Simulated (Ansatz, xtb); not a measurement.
BCl2GeHN: where a starting geometry ends

The starting geometry of this gas-phase doublet was built from a drawn formula by distance geometry and a force field; its bonds are those of `[Cl][Ge]1([Cl])[B][NH]1`.

| atom | x (Å) | y (Å) | z (Å) |
| --- | --- | --- | --- |
| B | -1.7445 | 0.8831 | -0.3031 |
| Cl | -1.2033 | 3.9415 | -1.6918 |
| Cl | -0.4915 | 3.1117 | 1.9192 |
| Ge | -0.4555 | 2.5400 | -0.1687 |
| N | -0.2556 | 0.8182 | -0.5991 |
| H | 0.1620 | 0.2853 | 0.1592 |

Problem. Predict what becomes of its bonds when it is optimised with r2SCAN-D4/def2-SVP.

Solution. A bond breaks, leaving `N=[B][Ge]([Cl])[Cl]`. Distances that change by over a tenth: B1–N5 (1.52 → 1.25 Å). Contacts that open: Ge4–N5 (1.79 → 3.27 Å).

The energy falls by 3.27 eV over 17 steps:

```csv
step,E − E(last) (eV)
1,3.266
3,2.499
5,1.995
6,1.660
8,0.654
10,0.183
12,0.016
13,0.005
15,0.000
17,0.000
```

Final geometry (Å):

```
atom    x (Å)    y (Å)    z (Å)
   B  -0.3912   1.2605  -0.2243
  Cl  -1.5339   4.1960  -1.5223
  Cl  -1.1318   3.7870   1.9368
  Ge  -0.2896   3.2781   0.0015
   N  -0.3311   0.0257  -0.3780
   H  -0.3108  -0.9675  -0.4978
```

From the same start GFN2-xTB ends elsewhere, differing in B1–Cl2 (1.77 against 3.41 Å here), B1–Ge4 (2.75 against 2.03 Å here), Ge4–N5 (2.01 against 3.27 Å here).

No frequencies were run, so the end isn't proven a minimum. Open shells are spin-unrestricted. Run with Ansatz 0.2.0, 120 s on 2 threads of Intel(R) Xeon(R) Platinum 8259CL CPU @ 2.50GHz (Skylake/Cascade Lake) (shared host).
